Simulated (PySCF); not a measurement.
Al(Me)(OH)(SMe) (C₂H₇AlOS), SMILES C[S][Al]([OH])[CH3]. Atoms are numbered in the order given.

```xyz
12

Al    -0.1273    -0.7787     0.0000
C      0.8045    -2.4976     0.0000
H      1.8989    -2.3625     0.0000
H      0.5425    -3.1002    -0.8875
H      0.5425    -3.1002     0.8875
O     -1.8317    -0.5770     0.0000
H     -2.4901    -1.2802     0.0000
S      0.9655     1.1082     0.0000
C     -0.4091     2.3427     0.0000
H     -1.3864     1.8429     0.0000
H     -0.3095     2.9690    -0.8967
H     -0.3095     2.9690     0.8967
```

Geometry optimised at TPSSh-D3(BJ)/def2-SVP. Other conformers were not sampled.

The numbers are results of TPSSh-D3(BJ)/def2-SVP run with PySCF, not measurements.

Frequencies are harmonic and unscaled.

```json
[
 {"mode": "1", "ν (cm⁻¹)": "47", "IR (km/mol)": "0.1", "Raman (Å⁴/amu)": "0.0", "depolarisation": "–", "moving atoms (share of kinetic energy)": "H 90 %"},
 {"mode": "2", "ν (cm⁻¹)": "74", "IR (km/mol)": "3.5", "Raman (Å⁴/amu)": "0.1", "depolarisation": "0.75", "moving atoms (share of kinetic energy)": "H 43 %, C 32 %, S 22 %"},
 {"mode": "3", "ν (cm⁻¹)": "103", "IR (km/mol)": "0.5", "Raman (Å⁴/amu)": "0.2", "depolarisation": "0.75", "moving atoms (share of kinetic energy)": "H 85 %, C 9 %"},
 {"mode": "4", "ν (cm⁻¹)": "121", "IR (km/mol)": "1.9", "Raman (Å⁴/amu)": "0.2", "depolarisation": "0.75", "moving atoms (share of kinetic energy)": "C 43 %, H 25 %, O 14 %, Al 12 %"},
 {"mode": "5", "ν (cm⁻¹)": "182", "IR (km/mol)": "9.2", "Raman (Å⁴/amu)": "2.9", "depolarisation": "0.69", "moving atoms (share of kinetic energy)": "O 32 %, C 32 %, H 26 %, S 8 %"},
 {"mode": "6", "ν (cm⁻¹)": "206", "IR (km/mol)": "17.3", "Raman (Å⁴/amu)": "0.5", "depolarisation": "0.75", "moving atoms (share of kinetic energy)": "Al 57 %, H 17 %, O 16 %"},
 {"mode": "7", "ν (cm⁻¹)": "241", "IR (km/mol)": "6.3", "Raman (Å⁴/amu)": "4.6", "depolarisation": "0.50", "moving atoms (share of kinetic energy)": "C 23 %, S 23 %, O 21 %, Al 18 %, H 15 %"},
 {"mode": "8", "ν (cm⁻¹)": "298", "IR (km/mol)": "114.2", "Raman (Å⁴/amu)": "1.5", "depolarisation": "0.75", "moving atoms (share of kinetic energy)": "H 91 %, O 9 %"},
 {"mode": "9", "ν (cm⁻¹)": "454", "IR (km/mol)": "19.9", "Raman (Å⁴/amu)": "19.3", "depolarisation": "0.09", "moving atoms (share of kinetic energy)": "S 45 %, Al 19 %, C 17 %, H 11 %, O 9 %"},
 {"mode": "10", "ν (cm⁻¹)": "524", "IR (km/mol)": "143.6", "Raman (Å⁴/amu)": "2.9", "depolarisation": "0.31", "moving atoms (share of kinetic energy)": "H 77 %, O 17 %"},
 {"mode": "11", "ν (cm⁻¹)": "645", "IR (km/mol)": "49.4", "Raman (Å⁴/amu)": "3.8", "depolarisation": "0.18", "moving atoms (share of kinetic energy)": "H 36 %, C 32 %, Al 23 %"},
 {"mode": "12", "ν (cm⁻¹)": "652", "IR (km/mol)": "43.4", "Raman (Å⁴/amu)": "2.5", "depolarisation": "0.75", "moving atoms (share of kinetic energy)": "H 76 %, C 18 %"},
 {"mode": "13", "ν (cm⁻¹)": "693", "IR (km/mol)": "7.9", "Raman (Å⁴/amu)": "13.4", "depolarisation": "0.31", "moving atoms (share of kinetic energy)": "C 59 %, S 31 %, H 10 %"},
 {"mode": "14", "ν (cm⁻¹)": "706", "IR (km/mol)": "154.2", "Raman (Å⁴/amu)": "0.8", "depolarisation": "0.73", "moving atoms (share of kinetic energy)": "H 48 %, Al 24 %, C 20 %"},
 {"mode": "15", "ν (cm⁻¹)": "867", "IR (km/mol)": "110.2", "Raman (Å⁴/amu)": "2.1", "depolarisation": "0.29", "moving atoms (share of kinetic energy)": "Al 45 %, O 42 %, H 11 %"},
 {"mode": "16", "ν (cm⁻¹)": "967", "IR (km/mol)": "4.4", "Raman (Å⁴/amu)": "2.5", "depolarisation": "0.75", "moving atoms (share of kinetic energy)": "H 85 %, C 14 %"},
 {"mode": "17", "ν (cm⁻¹)": "986", "IR (km/mol)": "7.0", "Raman (Å⁴/amu)": "4.6", "depolarisation": "0.74", "moving atoms (share of kinetic energy)": "H 83 %, C 14 %"},
 {"mode": "18", "ν (cm⁻¹)": "1233", "IR (km/mol)": "15.5", "Raman (Å⁴/amu)": "2.0", "depolarisation": "0.02", "moving atoms (share of kinetic energy)": "H 80 %, C 20 %"},
 {"mode": "19", "ν (cm⁻¹)": "1340", "IR (km/mol)": "13.6", "Raman (Å⁴/amu)": "3.5", "depolarisation": "0.74", "moving atoms (share of kinetic energy)": "H 88 %, C 12 %"},
 {"mode": "20", "ν (cm⁻¹)": "1444", "IR (km/mol)": "1.0", "Raman (Å⁴/amu)": "12.4", "depolarisation": "0.74", "moving atoms (share of kinetic energy)": "H 95 %"},
 {"mode": "21", "ν (cm⁻¹)": "1448", "IR (km/mol)": "1.5", "Raman (Å⁴/amu)": "9.0", "depolarisation": "0.75", "moving atoms (share of kinetic energy)": "H 95 %"},
 {"mode": "22", "ν (cm⁻¹)": "1477", "IR (km/mol)": "4.6", "Raman (Å⁴/amu)": "21.0", "depolarisation": "0.71", "moving atoms (share of kinetic energy)": "H 95 %"},
 {"mode": "23", "ν (cm⁻¹)": "1482", "IR (km/mol)": "3.8", "Raman (Å⁴/amu)": "13.1", "depolarisation": "0.75", "moving atoms (share of kinetic energy)": "H 95 %"},
 {"mode": "24", "ν (cm⁻¹)": "3017", "IR (km/mol)": "6.8", "Raman (Å⁴/amu)": "149.6", "depolarisation": "0.01", "moving atoms (share of kinetic energy)": "H 97 %"},
 {"mode": "25", "ν (cm⁻¹)": "3053", "IR (km/mol)": "32.9", "Raman (Å⁴/amu)": "164.8", "depolarisation": "0.04", "moving atoms (share of kinetic energy)": "H 98 %"},
 {"mode": "26", "ν (cm⁻¹)": "3101", "IR (km/mol)": "7.8", "Raman (Å⁴/amu)": "106.1", "depolarisation": "0.75", "moving atoms (share of kinetic energy)": "H 91 %, C 9 %"},
 {"mode": "27", "ν (cm⁻¹)": "3117", "IR (km/mol)": "6.9", "Raman (Å⁴/amu)": "95.2", "depolarisation": "0.75", "moving atoms (share of kinetic energy)": "H 91 %, C 9 %"},
 {"mode": "28", "ν (cm⁻¹)": "3160", "IR (km/mol)": "6.4", "Raman (Å⁴/amu)": "110.2", "depolarisation": "0.75", "moving atoms (share of kinetic energy)": "H 90 %, C 10 %"},
 {"mode": "29", "ν (cm⁻¹)": "3172", "IR (km/mol)": "0.1", "Raman (Å⁴/amu)": "48.3", "depolarisation": "0.68", "moving atoms (share of kinetic energy)": "H 90 %, C 10 %"},
 {"mode": "30", "ν (cm⁻¹)": "3895", "IR (km/mol)": "85.0", "Raman (Å⁴/amu)": "147.5", "depolarisation": "0.29", "moving atoms (share of kinetic energy)": "H 94 %"}
]
```
